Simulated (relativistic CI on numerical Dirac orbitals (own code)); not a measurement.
# Hyperfine structure of Ir⁷⁰⁺, mass number 193

Calculated at this level of theory: Dirac-Coulomb-Breit CI, separate exchange-only KLI orbitals for each configuration, a model potential for QED, unscaled Slater integrals (own radial code, finite nucleus).

CI space (outside the closed core 1s2): 2s²2p³, 2s2p⁴, 2p⁵, 2p⁴3s, 2s²2p²3s, 2p⁴3p, 2p⁴3d, 2s²2p²3p, 2s²2p²3d, 2s2p³3s, 2s2p³3p, 2s2p³3d, 2s²2p²4s, 2s²2p²4p, 2s²2p²4d, 2s²2p²4f. Levels of other configurations are missing.

Nuclear spin I = 3/2, μ = 0.163 μN, Q = 0.751 b (tables of Stone and Pyykkö). The electronic factors are computed for point nuclear moments, without core polarisation or the Bohr-Weisskopf and QED corrections.

```json
{"Level": "2s²2p³ ²D°5/2", "E (eV)": "1696.51", "A (GHz)": "283.3", "B (GHz)": "-2.9"}
{"Level": "2s²2p³ ²P°1/2", "E (eV)": "1753.10", "A (GHz)": "998.2", "B (GHz)": ""}
{"Level": "2s2p⁴ ⁴P5/2", "E (eV)": "2043.37", "A (GHz)": "699.1", "B (GHz)": "156"}
{"Level": "2s2p⁴ ²S1/2", "E (eV)": "2156.65", "A (GHz)": "3078", "B (GHz)": ""}
{"Level": "2s2p⁴ ²P3/2", "E (eV)": "2158.06", "A (GHz)": "-490.8", "B (GHz)": "-127"}
{"Level": "2s²2p³ ²P°3/2", "E (eV)": "3430.47", "A (GHz)": "105.9", "B (GHz)": "-1460"}
{"Level": "2s2p⁴ ⁴P3/2", "E (eV)": "3746.35", "A (GHz)": "712.1", "B (GHz)": "-1110"}
{"Level": "2s2p⁴ ²D5/2", "E (eV)": "3788.80", "A (GHz)": "880.4", "B (GHz)": "-1580"}
```

Levels with J = 0, under 50 % of one LS term, or S terms without an open s electron are left out. Small factors come from cancelling terms and can be off by tens of per cent or more.

At this charge energies of transitions that change n are usually good to better than 1 %, and those within a shell (Δn = 0) to a few per cent.

Give the hyperfine levels of 2s²2p³ ²P°1/2 relative to its centre of gravity.

With K = F(F + 1) − I(I + 1) − J(J + 1), E = AK/2: F = 1: -1248, F = 2: 748.7 GHz.

LS names give the leading component of a level, which can be under half, so a name can repeat, a term be missing and a line seem to break the LS rules.
